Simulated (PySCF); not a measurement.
**Successive ionisation energies of bromine**

Calculated with PySCF 2.14, two-component X2C-1e (Gaussian nucleus, no Breit or QED terms), each ion in its own even-tempered basis; GMP2 freezes the deep shells of the larger ions and drops the highest virtual spinors; eV.

| ion | configuration | GHF (screened spin-orbit) | NIST | kind |
| --- | --- | --- | --- | --- |
| Br⁷⁺ | [Ar] 3d10 | 190.73 | 192.61 ± 0.06 | measured |
| Br⁸⁺ | [Ar] 3d9 | 223.85 | 224 ± 2.2 | theoretical |
| Br⁹⁺ | [Ar] 3d8 | 261.29 | 261 ± 2.2 | theoretical |
| Br¹⁰⁺ | [Ar] 3d7 | 307.59 | 301 ± 2.4 | theoretical |
| Br¹¹⁺ | [Ar] 3d6 | 351.09 | 338 ± 2.5 | theoretical |
| Br¹²⁺ | [Ar] 3d5 | 393.74 | 393 ± 3 | theoretical |
| Br¹³⁺ | [Ar] 3d4 | 435.89 | 436 ± 3 | theoretical |
| Br¹⁴⁺ | [Ar] 3d3 | 482.20 | 481 ± 3 | theoretical |
| Br¹⁵⁺ | [Ar] 3d2 | 530.30 | 530 ± 3 | theoretical |
| Br¹⁶⁺ | [Ar] 3d1 | 577.14 | 577 ± 3 | theoretical |
| Br¹⁷⁺ | [Ar] | 715.50 | 716.3 ± 2.3 | semi-empirical |
| Br¹⁸⁺ | [Ne] 3s2 3p5 | 760.49 | 761 ± 0.8 | semi-empirical |
